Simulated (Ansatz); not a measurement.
One change: `[Cl][Al]([Br])[Br]` becomes `ClB(Br)Br`.

Ansatz, PBE0-D4/def2-TZVP geometries, multiplicity 1. 

Scalar relativity is left out up to krypton.

| property | `[Cl][Al]([Br])[Br]` |
| --- | --- |
| HOMO energy (ωB97M-V/def2-TZVPP) / eV | -10.97 |
| HOMO energy (B3LYP/def2-TZVPP) / eV | -8.49 |
| HOMO energy (PBE0/def2-TZVPP) / eV | -8.78 |
| size of the dipole moment (ωB97M-V/def2-TZVPP) / D | 0.11 |
| LUMO energy (PBE0/def2-TZVPP) / eV | -1.46 |
| HOMO–LUMO gap (B3LYP/def2-TZVPP) / eV | 6.78 |

Problem. Give the same properties after the change, and the shifts. (An estimate is asked.)

Solution. Ansatz gave: 
```
                                          property  `ClB(Br)Br`  shift
             HOMO energy (ωB97M-V/def2-TZVPP) / eV       -10.65   0.32
               HOMO energy (B3LYP/def2-TZVPP) / eV        -8.16   0.33
                HOMO energy (PBE0/def2-TZVPP) / eV        -8.45   0.33
size of the dipole moment (ωB97M-V/def2-TZVPP) / D         0.08  -0.03
                LUMO energy (PBE0/def2-TZVPP) / eV        -1.97  -0.51
             HOMO–LUMO gap (B3LYP/def2-TZVPP) / eV         6.05  -0.73
```

With PBE0 the HOMO rises by 0.33 eV and the LUMO falls by 0.51 eV, so the gap narrows by about 0.84 eV. PBE moves the HOMO by 0.35 eV and ωB97M-V by 0.32 eV. Dipoles are sizes alone; their direction can turn.

B3LYP here is the variant with VWN-RPA as its local correlation; programs differ in this.

Spin–orbit coupling is left out; it splits and shifts lone-pair levels of the heavy atoms by tenths of an eV.
